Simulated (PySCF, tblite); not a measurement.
Isomers of C3H9OSi (doublet state), one GFN2-xTB conformer each. Single-point energies are computed at B3LYP/pcH-1 (PySCF, gas phase, no added dispersion term), electronic only. GFN2-xTB treats the open shell by occupation alone, and not every SCF solution was tested for stability.

```
        SMILES  GFN2-xTB relative energy (kJ/mol)
[CH2]O[SiH2]CC                               26.4
    C[Si](C)CO                              169.9
     CC[SiH]OC                                0.0
```

Conformers: `[CH2:1][O:2][SiH2:3][CH2:4][CH3:5]` (doublet state) with H–C1–O2–Si3 2° and 178°, C1–O2–Si3–C4 -179°, O2–Si3–C4–C5 -63°; `[CH3:1][Si:2]([CH3:3])[CH2:4][OH:5]` (doublet state) with C1–Si2–C4–O5 177°, Si2–C4–O5–H 64°; `[CH3:1][CH2:2][SiH:3][O:4][CH3:5]` (doublet state) with C1–C2–Si3–O4 -59°, C2–Si3–O4–C5 179°.

Task: What does B3LYP/pcH-1 give for the same structures?

Result: 
| SMILES | B3LYP/pcH-1 E (Eh) | B3LYP/pcH-1 (kJ/mol) | GFN2-xTB (kJ/mol) | point group |
| --- | --- | --- | --- | --- |
| CC[SiH]OC | -484.46599 | 0.0 | 0.0 | C1 |
| [CH2]O[SiH2]CC | -484.45552 | 27.5 | 26.4 | C1 |
| C[Si](C)CO | -484.44601 | 52.4 | 169.9 | C1 |

Both levels put the same isomer lowest; measured from each level's own lowest isomer, the values differ by up to 117.5 kJ/mol (C[Si](C)CO: 169.9 against 52.4). As drawn, the lowest has an Si–O bond, which the highest lacks; the highest has an O–H bond, which the lowest lacks.

Task: What happens when harmonic zero-point energies from GFN2-xTB frequencies are added?

Result: 
```json
{"SMILES": "CC[SiH]OC", "ZPE (kJ/mol)": "298.9", "electronic (kJ/mol)": "0.0", "with ZPE (kJ/mol)": "0.0"}
{"SMILES": "[CH2]O[SiH2]CC", "ZPE (kJ/mol)": "283.1", "electronic (kJ/mol)": "27.5", "with ZPE (kJ/mol)": "11.6"}
{"SMILES": "C[Si](C)CO", "ZPE (kJ/mol)": "298.8", "electronic (kJ/mol)": "52.4", "with ZPE (kJ/mol)": "52.3"}
```

The zero-point energies span 15.8 kJ/mol. The order is unchanged.
